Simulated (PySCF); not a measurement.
H₃O₄Si, SMILES [O][Si](O)(O)O, multiplicity 2. Atoms are numbered in the order given.

```xyz
8

O     -1.1966     0.8296     0.8691
Si    -0.0274     0.0143    -0.0080
O     -0.7851    -1.1167    -0.9287
O      0.8838     0.9177    -1.0370
O      0.9559    -0.5673     1.1878
H     -0.4662    -1.2026    -1.8355
H      1.4485     1.5996    -0.6554
H      0.5370    -1.1039     1.8725
```
Charge 0, spin multiplicity 2.

Geometry: B3LYP-D3(BJ)/def2-SVP. The isomer is the one that the SMILES or the coordinates give; other isomers of the formula were not compared. The values are those of a single conformer.

All values below come from PySCF with B3LYP/pcH-1.

Unrestricted Kohn–Sham, ⟨S²⟩ = 0.753. Hyperfine tensors hold the contact and dipolar terms, without spin-orbit corrections.

### Question
Estimate the hyperfine couplings. (The exact figures need the calculation; the answer reports its results.)

### Answer

```csv
nucleus,A(iso) (MHz),A(iso) (G),dipolar principal values (MHz)
17O no. 1,-39.7,-14.2,"-266.6, 132.3, 134.3"
29Si no. 2,42.3,15.1,"-2.0, 0.5, 1.5"
17O no. 3,-2.6,-0.9,"-9.2, 4.3, 4.9"
17O no. 4,1.1,0.4,"-1.3, 0.3, 1.0"
17O no. 5,-2.7,-1.0,"-28.4, 14.0, 14.4"
1H no. 6,-1.5,-0.5,"-3.5, -1.8, 5.3"
1H no. 7,-0.2,-0.1,"-2.3, -1.9, 4.1"
1H no. 8,-4.9,-1.8,"-8.7, -0.7, 9.4"
```

### Question
And the g tensor (effective nuclear charges for spin-orbit coupling, GIAO)? (Estimate from the structure and the level; the computed values follow.)

### Answer
principal values 2.0025, 2.0120, 2.0449; isotropic 2.0198.
